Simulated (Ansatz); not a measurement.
Cost and result for the atomization energy of C$_{2}$H$_{6}$BF$_{2}$N (`CN(C)B(F)F`) (12 atoms, 11 bonds).

```xyz
12

C    -0.315   -1.233   -0.490
N     0.155    0.035    0.013
C    -0.887    0.960    0.389
B     1.508    0.343    0.126
F     1.920    1.522    0.594
F     2.455   -0.527   -0.228
H    -0.924   -1.749    0.262
H     0.527   -1.872   -0.750
H    -0.935   -1.093   -1.383
H    -0.454    1.888    0.757
H    -1.519    0.535    1.177
H    -1.531    1.191   -0.467
```

Total charge 0; spin multiplicity 1. All single points use the PBE0-D4/def2-TZVP geometry. It is one conformer, not always the lowest. Program: Ansatz. All runs use 4 threads of an Arm Neoverse V1 on a shared host. Times are those of one run each, without the atoms' runs, and a repeat can differ threefold. Electronic energies, without spin–orbit coupling; frozen cores. CCSD(T)/CBS adds CCSD(T) − MP2 in def2-TZVPP to the MP2 limit, and its time is that of the two runs behind it. T1 = 0.011.

CCSD(T)/CBS is a level of theory with its own doubt, some kJ/mol a heavy atom from the limit and from the frozen cores, so smaller differences don't rank the functionals.

| level | functions | wall time |
| --- | --- | --- |
| revPBE-D4/def2-TZVPP | 270 | 2.3 s |
| BLYP-D4/def2-TZVPP | 270 | 2.5 s |
| BHLYP-D4/def2-TZVPP | 270 | 3.4 s |
| PBE0-D4/def2-TZVPP | 270 | 3.4 s |
| r2SCANh-D4/def2-TZVPP | 270 | 6 s |
| PBE-QIDH/def2-TZVPP | 270 | 7 s |
| ωB97X-V/def2-TZVPP | 270 | 9 s |
| CCSD(T)/def2-SVP | 114 | 11 s |
| B97M-V/def2-TZVPP | 270 | 11 s |
| ωB97M-V/def2-TZVPP (with forces) | 270 | 13 s |
| MP2/def2-QZVPP | 522 | 32 s |
| CCSD(T)/def2-TZVPP | 270 | 5.6 min |
| CCSD(T)/CBS(def2) | – | 6.1 min |

(1) What atomization energy does each give, and how far from CCSD(T)/CBS? (Estimate.)

Answers

(1) Computed: 
```csv
level,atomization (kJ/mol),difference from CCSD(T)/CBS,per bond
revPBE-D4/def2-TZVPP,4987.3,-7.8,-0.7
BLYP-D4/def2-TZVPP,5016.2,21.1,1.9
BHLYP-D4/def2-TZVPP,4864.6,-130.5,-11.9
PBE0-D4/def2-TZVPP,5025.6,30.5,2.8
r2SCANh-D4/def2-TZVPP,4984.7,-10.4,-0.9
PBE-QIDH/def2-TZVPP,4984.7,-10.4,-1.0
ωB97X-V/def2-TZVPP,5011.2,16.1,1.5
CCSD(T)/def2-SVP,4793.7,-201.4,-18.3
B97M-V/def2-TZVPP,5010.7,15.6,1.4
ωB97M-V/def2-TZVPP (with forces),5023.7,28.6,2.6
MP2/def2-QZVPP,5060.9,65.8,6.0
CCSD(T)/def2-TZVPP,4877.2,-117.9,-10.7
CCSD(T)/CBS(def2),4995.1,0.0,0.0
```

Leaving LDA and LC-ωPBE aside and taking each functional with its dispersion term where it has one, the values, not all of them listed here, spread over 260.3 kJ/mol, from BHLYP-D4 to PBE-D4. LDA lies +650.7 kJ/mol from PBE without D4, its usual overbinding. From PBE to PBE0 (25 % exact exchange), in def2-TZVPP and without D4, the atomization energy moves by −95.8 kJ/mol: exact exchange takes away binding that semilocal exchange gives to molecules. At CCSD(T), def2-SVP lies −201.5 kJ/mol from the extrapolated value and def2-TZVPP −117.9 kJ/mol: correlation converges slowly with the basis, and small sets miss more of it in the bonded molecule than in its fragments.
